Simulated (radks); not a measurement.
The numbers below are computed, except where a source is named.
Neutral bismuth inside a hard spherical wall (all orbitals vanish at R), configuration held at [Hg] 6p3 and not refilled when levels cross. Code: a radial shooting solver on a logarithmic mesh with Libxc functionals. Model: scalar-relativistic Kohn-Sham, LDA (Slater exchange, Perdew-Wang correlation), spin-polarised, spherical densities, finite nucleus; open shells are filled with parallel spins first (spin-orbit coupling, left out, can overturn this in heavy ions); Fermi nuclear charge, rms radius 5.5211 fm. Eigenvalues in eV for spin up, with the zero of energy where the potential of the charges vanishes at infinity; a dash marks a level that is unbound or too diffuse for the functional's potential to be trusted. A positive occupied level is held by the wall or, in an anion where self-interaction has pushed it up, behind a barrier. The pressure on the wall is -dE/dV.

| R (bohr) | E (hartree) | kinetic (hartree) | e(5p) | e(5d) | e(6s) | e(6p) | e(7s, empty) | e(6d, empty) | pressure (GPa) |
|---|---|---|---|---|---|---|---|---|---|
| free | -21512.8753 | 24375.419 | -95.817 | -27.146 | -15.160 | -5.267 | -0.724 | - | 0 |
| 20 | -21512.8753 | 24375.419 | -95.817 | -27.146 | -15.160 | -5.267 | -0.720 | 0.662 | < 0.0001 |
| 10 | -21512.8750 | 24375.423 | -95.788 | -27.117 | -15.135 | -5.244 | -0.201 | 1.558 | 0.00970 |
| 6 | -21512.8309 | 24375.703 | -94.502 | -25.873 | -14.126 | -4.081 | 5.630 | 5.685 | 3.55 |
| 5 | -21512.7192 | 24376.285 | -92.753 | -24.207 | -12.741 | -2.204 | 12.833 | 10.010 | 18.8 |
| 3.5 | -21511.6102 | 24381.202 | -84.526 | -16.578 | -4.631 | 9.478 | 50.422 | 31.447 | 374 |
| 3 | -21510.0127 | 24387.805 | -77.316 | -9.862 | 4.495 | 22.210 | 86.011 | 51.680 | 1290 |
| 2.5 | -21505.6559 | 24404.947 | -63.610 | 3.610 | 26.060 | 51.001 | 157.58 | 92.675 | 5360 |
| 1.5 | -21435.2236 | 24640.704 | 43.193 | 128.94 | 286.73 | 356.71 | 766.24 | 447.13 | 233000 |
